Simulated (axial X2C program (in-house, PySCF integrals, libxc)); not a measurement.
# Density and ELF of WB

Computed with an axial X2C code built on PySCF integrals. Spin-free means the one-electron spin-free X2C Hamiltonian. Basis: W dyall-v3z [13s14p9d7f2g], B dyall-v3z [7s6p2d1f] (cores contracted in-house); Gaussian nuclei, density fitting, unrestricted open shells. Masses: W 183.951 u, B 11.009 u.

PBE0, spin-free, state M_S = 5/2, Λ = 0 (beyond evenly filled blocks: σα, π+α, π-α, δ+α, δ-α); W at z = 0, B at z = 2.082 Å.

The maps cover the half plane through the axis: z from -2.4 to 4.2 Å along the bond, ρ from 0.15 to 2.25 Å away from it (steps of 0.3 Å, the bottom row nearest the axis).

log10 of the density in e/bohr³:

digits 0 to 9 span -4.13 to 1.80 evenly
```
00111122222111111110000
01112222222222222111100
11122333333332222222110
11223334443333333332211
12233444544444444333221
12334455655444444443321
22334567776555555544322
22334568986555685544322
```

Electron localisation function (collinear form, no current term, damped to 0 at low density):

digits 0 to 9 span 0.00 to 1.00 evenly
```
00011222221100000000000
00122333333211112332100
01223334443332234677520
12333334443444457899862
34433234443356668999986
45443235653367668999998
55543354345378204999999
56544555255478190999999
```

Axial spin density in 10⁻³ e/bohr³:

digits 0 to 9 span -19.70 to 19.70 evenly, values beyond are clipped
```
55555555555555555555444
55555555555555555554444
55555667776655555554444
55556689998766655544444
55556899999977665544444
55567999999987875444444
55567999999976894233444
55567993929952270013444
```

The state is one determinant with fixed occupations, lowest in a PBE0 search at one distance only: followed along the bond, the 2c determinant Ω = 7/2 reaches 0.16 eV lower at PBE0, at Re = 1.939 Å, so the state shown is not the lowest. The determinant is spin-polarised beyond a pure state at some levels (its spin-free form has ⟨S²⟩ too high), which makes Re and μ there less reliable.
